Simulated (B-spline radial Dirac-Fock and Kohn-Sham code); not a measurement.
## What relativity does to the binding energies of Rh²⁺

System: Rh²⁺, configuration [Kr] 4d7.

Both columns are ΔSCF binding energies of the configuration average from a radial B-spline solver: non-relativistic Hartree-Fock with a point nucleus, and Dirac-Fock with a finite nucleus and the Coulomb interaction alone, averaged over the two j levels with weights 2j+1.

| shell | Hartree-Fock (eV) | Dirac-Fock (eV) | shift (eV) | shift (%) |
| --- | --- | --- | --- | --- |
| 1s | 22658.8 | 23319.8 | +661.02 | +2.92 |
| 2s | 3299.0 | 3457.4 | +158.41 | +4.80 |
| 2p | 3046.4 | 3090.2 | +43.82 | +1.44 |
| 3s | 632.2 | 663.9 | +31.68 | +5.01 |
| 3p | 531.3 | 540.5 | +9.16 | +1.72 |
| 4s | 113.5 | 119.2 | +5.65 | +4.98 |
| 4p | 80.70 | 82.09 | +1.39 | +1.72 |
| 4d | 31.18 | 30.69 | -0.49 | -1.57 |

Relativity binds 1s, 2s, 2p, 3s, 3p, 4s, 4p more strongly, among those listed most of all 3s in relative terms, and 4d more weakly, because the contracted s and p shells screen the nucleus better.

Values without a named source are computed, but for edge energies of neutral atoms, which are taken from tables.
